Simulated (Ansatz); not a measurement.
Born–Oppenheimer molecular dynamics of CH5Ga (7 atoms, charge 0, multiplicity 1). It starts at the highest image of a converged band. Of that band: Neighbouring images differ by up to 2.0 eV, so the band resolves the path poorly. A vibrational analysis at the climbing image gives one clearly imaginary mode, 1328i cm⁻¹: a first-order saddle point.

Level of theory: RKS B3LYP-D4/def2-SVP in Ansatz 0.2.0.

- ensemble: NVE (velocity Verlet)
- time step: 0.5 fs
- steps asked: 200
- starting velocities drawn for: 100 K
- seed: 8681

First frame:

```xyz
7
Properties=species:S:1:pos:R:3
Ga 0.461 0.012 0.962
H 1.431 -0.537 -0.495
C -0.778 0.444 -0.391
H 0.466 -0.577 -0.757
H 0.667 -0.954 2.171
H -0.383 1.043 -1.224
H -1.863 0.569 -0.265
```

Task: What does the run give?

Result: The run went to its last step.

```
steps done                                               : 200
time covered                                             : 100 fs
mean temperature over the second half                    : 718 K
spread of the potential energy over the second half      : 7.7 meV per atom
mean potential energy of the second half above the start : -57.0 meV per atom
```

The conserved energy stayed within 0.077 meV per atom of its start (net change -0.029 meV per atom), so the integration is sound. The system heated up, since it started high on the potential surface and ran downhill. A run of 0.1 ps of so small a system gives no equilibrium averages. The orbitals stay closed-shell, which can raise the energy where a bond breaks towards radicals; this wasn't checked here.

Task: What happens to the structure?

Result: The step under study would form H2–H4 and break Ga1–H2, C3–H4. These pairs go: H2–H4 1.00 → 0.77 Å, Ga1–H2 1.83 → 5.26 Å, C3–H4 1.65 → 6.78 Å. In the last frame they stand as after the step (other bonds may differ from the relaxed reactants and products). Also parted: Ga1–H4 1.82 → 5.74 Å. It ends as CH3Ga + H2. Pairs count as bonded within 1.25 times the sum of covalent radii (0.12 Å more for H–H). The details hang on the random start.

Task: How do temperature and energy run in time?

Result: 
```json
{"time (fs)": "0.0", "T (K)": "100", "potential energy less start (eV)": "0.000", "conserved less start (meV/atom)": "0.00"}
{"time (fs)": "3.0", "T (K)": "62", "potential energy less start (eV)": "0.025", "conserved less start (meV/atom)": "0.04"}
{"time (fs)": "6.0", "T (K)": "64", "potential energy less start (eV)": "0.023", "conserved less start (meV/atom)": "0.01"}
{"time (fs)": "9.0", "T (K)": "56", "potential energy less start (eV)": "0.029", "conserved less start (meV/atom)": "0.04"}
{"time (fs)": "12.0", "T (K)": "74", "potential energy less start (eV)": "0.017", "conserved less start (meV/atom)": "0.03"}
{"time (fs)": "15.0", "T (K)": "115", "potential energy less start (eV)": "-0.010", "conserved less start (meV/atom)": "0.04"}
{"time (fs)": "18.0", "T (K)": "207", "potential energy less start (eV)": "-0.069", "conserved less start (meV/atom)": "0.03"}
{"time (fs)": "21.0", "T (K)": "384", "potential energy less start (eV)": "-0.184", "conserved less start (meV/atom)": "-0.02"}
{"time (fs)": "24.0", "T (K)": "523", "potential energy less start (eV)": "-0.273", "conserved less start (meV/atom)": "0.05"}
{"time (fs)": "27.0", "T (K)": "719", "potential energy less start (eV)": "-0.400", "conserved less start (meV/atom)": "-0.04"}
{"time (fs)": "30.0", "T (K)": "829", "potential energy less start (eV)": "-0.471", "conserved less start (meV/atom)": "-0.02"}
{"time (fs)": "33.0", "T (K)": "885", "potential energy less start (eV)": "-0.507", "conserved less start (meV/atom)": "0.02"}
{"time (fs)": "36.0", "T (K)": "895", "potential energy less start (eV)": "-0.514", "conserved less start (meV/atom)": "0.04"}
{"time (fs)": "39.0", "T (K)": "901", "potential energy less start (eV)": "-0.518", "conserved less start (meV/atom)": "-0.02"}
{"time (fs)": "42.0", "T (K)": "863", "potential energy less start (eV)": "-0.493", "conserved less start (meV/atom)": "-0.03"}
{"time (fs)": "45.0", "T (K)": "815", "potential energy less start (eV)": "-0.462", "conserved less start (meV/atom)": "0.04"}
{"time (fs)": "48.0", "T (K)": "809", "potential energy less start (eV)": "-0.458", "conserved less start (meV/atom)": "0.04"}
{"time (fs)": "51.0", "T (K)": "811", "potential energy less start (eV)": "-0.460", "conserved less start (meV/atom)": "0.01"}
{"time (fs)": "54.0", "T (K)": "820", "potential energy less start (eV)": "-0.465", "conserved less start (meV/atom)": "-0.05"}
{"time (fs)": "57.0", "T (K)": "773", "potential energy less start (eV)": "-0.435", "conserved less start (meV/atom)": "0.01"}
{"time (fs)": "60.0", "T (K)": "752", "potential energy less start (eV)": "-0.421", "conserved less start (meV/atom)": "0.05"}
{"time (fs)": "63.0", "T (K)": "741", "potential energy less start (eV)": "-0.414", "conserved less start (meV/atom)": "0.04"}
{"time (fs)": "66.0", "T (K)": "736", "potential energy less start (eV)": "-0.411", "conserved less start (meV/atom)": "-0.02"}
{"time (fs)": "69.0", "T (K)": "743", "potential energy less start (eV)": "-0.416", "conserved less start (meV/atom)": "-0.05"}
{"time (fs)": "72.0", "T (K)": "768", "potential energy less start (eV)": "-0.431", "conserved less start (meV/atom)": "0.02"}
{"time (fs)": "75.0", "T (K)": "787", "potential energy less start (eV)": "-0.444", "conserved less start (meV/atom)": "0.05"}
{"time (fs)": "78.0", "T (K)": "762", "potential energy less start (eV)": "-0.427", "conserved less start (meV/atom)": "0.02"}
{"time (fs)": "81.0", "T (K)": "719", "potential energy less start (eV)": "-0.400", "conserved less start (meV/atom)": "-0.06"}
{"time (fs)": "84.0", "T (K)": "606", "potential energy less start (eV)": "-0.327", "conserved less start (meV/atom)": "-0.03"}
{"time (fs)": "87.0", "T (K)": "538", "potential energy less start (eV)": "-0.283", "conserved less start (meV/atom)": "0.04"}
{"time (fs)": "90.0", "T (K)": "547", "potential energy less start (eV)": "-0.288", "conserved less start (meV/atom)": "0.08"}
{"time (fs)": "93.0", "T (K)": "633", "potential energy less start (eV)": "-0.344", "conserved less start (meV/atom)": "0.01"}
{"time (fs)": "96.0", "T (K)": "720", "potential energy less start (eV)": "-0.401", "conserved less start (meV/atom)": "-0.05"}
{"time (fs)": "99.0", "T (K)": "770", "potential energy less start (eV)": "-0.433", "conserved less start (meV/atom)": "-0.04"}
```

Run time: 12 min on 1 thread of Arm Neoverse N1, with other jobs on the host, peak memory 0.24 GiB.
